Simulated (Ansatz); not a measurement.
C3H8Cl3GeN, SMILES `CC[N](C)[Ge]([Cl])([Cl])[Cl]`. Charge 0, multiplicity 1.

Z-matrix (Å, degrees):
```
C
C 1 1.518
H 1 1.092 2 110.0
H 1 1.092 2 110.4 3 119.8
H 1 1.092 2 112.0 3 -119.4
N 2 1.458 1 112.4 3 -178.0
H 2 1.100 1 110.1 3 58.9
H 2 1.093 1 108.7 3 -57.6
Ge 6 1.801 2 117.7 1 140.9
C 6 1.450 2 114.8 1 -73.6
Cl 9 2.146 6 114.5 2 71.3
Cl 9 2.127 6 109.5 2 -168.5
Cl 9 2.128 6 109.3 2 -48.6
H 10 1.099 6 112.4 2 -57.4
H 10 1.093 6 110.0 2 63.2
H 10 1.091 6 110.5 2 -178.7
```

Task: List the harmonic frequencies (cm⁻¹, unscaled) at PBE0-D4/def2-TZVP in Ansatz. (Estimate.)

Result: Computed: 29, 41, 86, 119, 143, 147, 169, 185, 218, 253, 305, 333, 375, 414, 437, 456, 636, 797, 922, 1027, 1094, 1114, 1143, 1217, 1252, 1352, 1393, 1412, 1454, 1476, 1479, 1489, 1501, 1509, 2994, 3002, 3057, 3086, 3088, 3132, 3137, 3141.

Task: Is this a minimum?

Result: Yes, all 42 modes are real.

Task: Give the ideal-gas thermochemistry at 298.15 K and 1 bar (rigid rotor, harmonic oscillator; point group C1, symmetry number 1).

Result: Zero-point energy 302.8 kJ/mol; H(298) − E = 336.6 kJ/mol; entropy 470.6 J/(mol·K), of which translation 177.1, rotation 129.4, vibration 164.2; G(298) − E = 196.3 kJ/mol. Modes under 100 cm⁻¹ are hindered rotations or soft bends, so the harmonic entropy is rough.

Task: And at 400, 500, 600, 800 and 1000 K?

Result: 
| T (K) | H − E (kJ/mol) | S (J/mol/K) | G − E (kJ/mol) |
| --- | --- | --- | --- |
| 400 | 355.2 | 524.0 | 145.6 |
| 500 | 376.0 | 570.4 | 90.8 |
| 600 | 399.1 | 612.3 | 31.7 |
| 800 | 450.5 | 686.1 | -98.4 |
| 1000 | 507.4 | 749.4 | -242.1 |

Task: Rotational constants (cm⁻¹)?

Result: 0.03437, 0.02316, 0.02155.
